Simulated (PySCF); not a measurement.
SMILES COc1ccccc1O[SiH3] (GFN2-xTB optimised geometry):

```
20

C     -2.923    -1.412    -0.005
O     -1.520    -1.343    -0.001
C     -0.932    -0.114     0.000
C     -1.606     1.097     0.001
C     -0.905     2.294     0.001
C      0.475     2.293     0.000
C      1.161     1.088     0.000
C      0.478    -0.114     0.000
O      1.099    -1.308     0.000
Si     2.648    -1.787     0.002
H     -3.165    -2.474    -0.007
H     -3.348    -0.943    -0.899
H     -3.354    -0.946     0.888
H     -2.685     1.122     0.001
H     -1.449     3.226     0.001
H      1.023     3.222     0.000
H      2.240     1.067     0.000
H      3.353    -1.302    -1.189
H      2.450    -3.226     0.006
H      3.354    -1.294     1.189
```

Method: PBE/def2-SVP in PySCF.

### Question
What are the frontier orbital energies and the dipole moment?

### Answer
HOMO-2 -7.28 eV, HOMO-1 -5.86 eV, HOMO -4.97 eV, LUMO -0.72 eV, LUMO+1 -0.50 eV; dipole moment 0.85 D.

On the same geometry PBE0/def2-SVP run with PySCF gives HOMO-2 -8.86 eV, HOMO-1 -7.01 eV, HOMO -6.07 eV, LUMO 0.13 eV, LUMO+1 0.36 eV; dipole moment 0.89 D.

Meta-Löwdin charges at PBE/def2-SVP: C1 -0.10, O2 -0.30, C3 0.17, C4 -0.17, C5 -0.12, C6 -0.12, C7 -0.16, C8 0.18, O9 -0.51, Si10 0.70, H11 0.12, H12 0.10, H13 0.10, H14 0.11, H15 0.11, H16 0.11, H17 0.11, H18 -0.11, H19 -0.09, H20 -0.11.
